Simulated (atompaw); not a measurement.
# Before and after: PAW (atompaw) potential for W (Z = 74)

W, PAW, made with atompaw 4.2.0.5 (LDA (PW92), scalar-relativistic). Core [Xe] 4f14, reference 5d4 6s1.75 6p0 (charge +0.25). Waves: 6s (bound): rc 3.00 bohr; 6s channel at 4.65 Ry: rc 3.00 bohr; 6p (bound, empty): rc 3.00 bohr; 6p channel at 3.4 Ry: rc 3.00 bohr; 5d (bound): rc 3.00 bohr; 5d channel at 3.3 Ry: rc 3.00 bohr; 5f channel at 0.1 Ry: rc 3.00 bohr. Local part: troulliermartins scheme with l = 4 at 0.5 Ry, radius 2.85 bohr. Core correction: smooth core density matched at 2.95 bohr. Augmentation charge: sinc compensation charge, radius 2.75 bohr; PAW radius 3.00 bohr; waves and projectors: custom rrkj vanderbiltortho.

Change: augmentation sinc compensation charge, radius 2.75 bohr; PAW radius 3.00 bohr; waves and projectors: custom polynom2 7 10 vanderbiltortho.

Cutoffs: the cutoffs (Ry, on a coarse ladder) from which the occupation-weighted sum of valence levels, in a spherical-Bessel basis at the reference potential, stays within 10 and 1 mRy of its value at 400 Ry; they do not see the model core or the augmentation charge, which bear on the density cutoff.

Problem. What does the change do?

Solution. The potential gets harder (10 Ry and 15 Ry → 18 Ry and 35 Ry); the f channel binds one level more than in the base; the range in which the s phases agree narrows (upper end at the end of the scan → 2.0); the range in which the d phases agree narrows (upper end 1.7 → 0.4); neither file shows a bound ghost.

| quantity | base | changed |
| --- | --- | --- |
| cutoff, loose | 10 Ry | 18 Ry |
| cutoff, tight | 15 Ry | 35 Ry |
| bound ghosts | none | none |
| s: phases at 3.01 bohr within 0.05 rad from the reference energy up to (Ry; the scan ends near 5) | to the end of the scan | 2.0 |
| p: phases at 3.01 bohr within 0.05 rad from the reference energy up to (Ry; the scan ends near 5) | 4.4 | 4.2 |
| d: phases at 3.01 bohr within 0.05 rad from the reference energy up to (Ry; the scan ends near 5) | 1.7 | 0.4 |
| f: phases at 3.01 bohr within 0.05 rad from the reference energy up to (Ry; the scan ends near 5) | 3.8 | 0.7 |
| lowest overlap eigenvalue by channel | s 0.02, p 0.89, d 0.78, f 0.93 | s 0.64, p 0.91, d 0.95, f 1.00 |

 The cutoffs see the waves, projectors and local potential, not the compensation charge or the core.
